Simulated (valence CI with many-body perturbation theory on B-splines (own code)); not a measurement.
Results of a calculation; reference values are marked as such.
# Sensitivity of CI+MBPT for Os⁶¹⁺

Level of theory: valence CI with perturbative core correlation (CI+MBPT): five valence electrons over a frozen Dirac-Fock core [Ne], radial functions for each j: 6 s, 6 p, 5 d, 3 f, 1 g, with the one-electron correlation potential Σ1, the two-electron term Σ2, the three-electron term Σ3, Breit, model QED; selected CI, second order for the rest, scaled by the run's own slope (own B-spline code, finite nucleus).

The last digits are not significant, and no measured levels were compared; by estimate large intervals hold to a few tenths of a per cent, small ones and those within an open d or f shell to about a per cent. Among the levels kept, up to 710 cm⁻¹ of a level comes from second order outside the variational space, and about a tenth of that is noise between levels of different J, which matters for small intervals.

The reference run has the lowest level (3s^2 3p1/2^2 3p3/2) J=3/2 and an ionisation energy of 6505.52 eV. Its largest variational space holds 9999 state functions.

Levels are named by their leading jj configuration (3d3/2^4 stands for four electrons in 3d with j = 3/2), which in mixed levels can hold well under half, so a name can repeat and another be missing. Letters in brackets count levels of one name in rising energy.

Changed runs:
A. natural orbitals for correlation on → off; scale of Σ1 1 → 0; scale of Σ2 1 → 0; three-electron term on → off
B. Breit term on → off
C. scale of Σ1 1 → 0
D. correlating orbitals by l 3 3 3 2 1 → 2 2 1 1 0; natural orbitals for correlation on → off (bad on purpose)

Excitation energies of the reference run in cm⁻¹, and shifts in cm⁻¹:

```tsv
Level	Reference	A	B	C	D
(3s^2 3p1/2^2 3d3/2) J=3/2	1917370	+6495	+6442	+2092	+823
(3s^2 3p1/2^2 3d5/2) J=5/2	2770970	+7114	+27627	+720	+1040
(3s^2 3p1/2 3p3/2^2) J=3/2	3141060	-4427	+38234	-1606	-1070
(3s^2 3p1/2 3p3/2^2) J=5/2	3239040	-3274	+43685	-1606	-314
(3s^2 3p1/2 3p3/2^2) J=1/2	3367540	-2312	+36760	-1614	+85
(3s 3p1/2^2 3p3/2^2) J=5/2	4609580	-1668	+9918	+591	-1032
(3s 3p1/2^2 3p3/2^2) J=3/2	4855080	+950	+16483	+555	-252
(3s 3p1/2^2 3p3/2^2) J=1/2	4874200	+718	+7166	+568	-5.2
(3s^2 3p1/2 3p3/2 3d3/2) J=5/2 [a]	5035980	+1740	+50471	+483	-284
(3s^2 3p1/2 3p3/2 3d3/2) J=1/2 [a]	5063980	+1620	+43513	+477	-578
(3s^2 3p1/2 3p3/2 3d3/2) J=3/2 [a]	5066930	+2287	+44787	+497	-345
(3s^2 3p1/2 3p3/2 3d3/2) J=7/2	5138710	+2861	+56383	+466	+636
Ionisation energy (eV)	6505.52	-1.07	+5.66	-0.96	-0.52
```
